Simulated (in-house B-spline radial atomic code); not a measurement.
## Mn8+: [Ne] 3s2 3p5

Method: Dirac-Kohn-Sham CAM-B3LYP, spherical fractional occupations, Fermi nucleus of rms radius 3.7057 fm. Calculated with a B-spline radial code for spherical atoms.

Effective charges: Z_r = [3n² - l(l+1)]/(2<r>) from the radius, Z_e = n√(-2ε) from the energy, and Slater's rules. Values are occupation-weighted means over j.

```json
{"shell": "1s", "electrons": "2", "ε (eV)": "-6646", "<r> (bohr)": "0.0609", "Z_r": "24.63", "Z_e": "22.10", "Slater": "24.70"}
{"shell": "2s", "electrons": "2", "ε (eV)": "-939.66", "<r> (bohr)": "0.2782", "Z_r": "21.56", "Z_e": "16.62", "Slater": "20.85"}
{"shell": "2p", "electrons": "6", "ε (eV)": "-823.84", "<r> (bohr)": "0.2462", "Z_r": "20.31", "Z_e": "15.56", "Slater": "20.85"}
{"shell": "3s", "electrons": "2", "ε (eV)": "-249.13", "<r> (bohr)": "0.7802", "Z_r": "17.30", "Z_e": "12.84", "Slater": "14.10"}
{"shell": "3p", "electrons": "5", "ε (eV)": "-213.29", "<r> (bohr)": "0.7945", "Z_r": "15.73", "Z_e": "11.88", "Slater": "14.10"}
```

The least bound orbital is 3p3/2 at -212.7 eV, and it is also the most diffuse (<r> = 0.7964 bohr).

Spin-orbit splittings of the orbital energies (j = l + 1/2 above j = l - 1/2 when positive): 2p 10.5 eV, 3p 1.688 eV.

For the 1s electron the small component carries 0.807 % of the norm, the zero-frequency Breit interaction raises the level by 7.406 eV, self-energy by 3.607 eV, and vacuum polarisation lowers it by 0.3007 eV.

Caution: exact exchange at fractional occupations of open shells leaves self-interaction of up to several eV.
